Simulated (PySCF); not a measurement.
**Cd: excitation energy**

Cd [Kr] 4d10 5s2 (1S) → Cd [Kr] 4d10 5s1 5d1 (3D), as a difference of total energies. All numbers are calculated (PySCF 2.14, scalar relativity through the core potential, in aug-cc-pwCVTZ-PP with ECP28MDF (8s8p7d4f3g, 122 functions)). Correlated levels: valence: 4s2 4p6 frozen; valence and next inner shell: nothing frozen outside the core potential. The calculations carry no spin-orbit coupling.

| method | excitation energy (eV) | error (eV) |
| --- | --- | --- |
| UHF | 7.233 | -0.145 |
| LDA | 8.586 | +1.208 |
| PBE | 8.119 | +0.741 |
| PBE0 | 7.996 | +0.618 |
| r2SCAN | 8.178 | +0.800 |
| CAM-B3LYP | 8.473 | +1.095 |
| BLYP | 8.321 | +0.943 |
| B3LYP | 8.279 | +0.901 |
| MP2 (valence) | 8.686 | +1.308 |
| SCS-MP2 (valence) | 8.702 | +1.324 |
| MP2 (valence and next inner shell) | 8.801 | +1.423 |
| SCS-MP2 (valence and next inner shell) | 8.782 | +1.404 |

Reference: 7.378 eV (measured; NIST levels, between the centres of gravity of the two terms).

Errors of the correlated levels include the incompleteness of this basis and the frozen core.

The promoted electron is Rydberg-like, and one or two diffuse shells describe it only roughly, which tends to raise the upper state.

In the upper state the promoted electron has a positive orbital energy at LDA, PBE, PBE0, r2SCAN, CAM-B3LYP, BLYP, B3LYP, so the basis confines it.
